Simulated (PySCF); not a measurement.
**Bond curve of RbBr**

Set-up: basis Rb x2c-TZVPall, Br x2c-TZVPall; spin-free X2C with a Gaussian nucleus; PySCF 2.14. Energies in eV from Rb + Br in their ground configurations at the same level. All curves are PBE0. state 1: ¹Σ⁺ (singlet), closed shell; state 2: triplet, unpaired electrons σ ↑, π ↑, a second solution, started from another occupation.

| R (Å) | state 1 | state 2 |
| --- | --- | --- |
| 2.535 | -3.355 | 1.5473 |
| 2.653 | -3.679 | 1.0424 |
| 2.771 | -3.851 | 0.6956 |
| 2.860 | -3.909 | 0.5098 |
| 2.948 | -3.922 | 0.3713 |
| 3.036 | -3.903 | 0.2682 |
| 3.154 | -3.841 | 0.1709 |
| 3.302 | -3.727 | 0.0936 |
| 3.479 | -3.559 | 0.0404 |
| 3.715 | -3.317 | 0.0053 |

**Question.** Put a parabola through the three lowest points of the state 1 curve and estimate Re, k and ωe (reduced mass 40.9 u; 1 eV/Å² = 0.16022 mdyn/Å; ωe = 1302.8·√(k/μ) cm⁻¹).

**Answer.** Through R = 2.86, 2.948, 3.036 Å the second-order coefficient is 2.07 eV/Å², so Re ≈ 2.940 Å, k ≈ 0.662 mdyn/Å and ωe ≈ 166 cm⁻¹. A polynomial fit of higher order to the unrounded PBE0 energies gives Re = 2.936 Å, k = 0.694 mdyn/Å, ωe = 170 cm⁻¹; anharmonicity and rounding make the difference.

The higher-order fit for each curve: state 1: Re = 2.936 Å, ωe = 170 cm⁻¹, De = 3.92 eV. State 2 gave no clean fit.
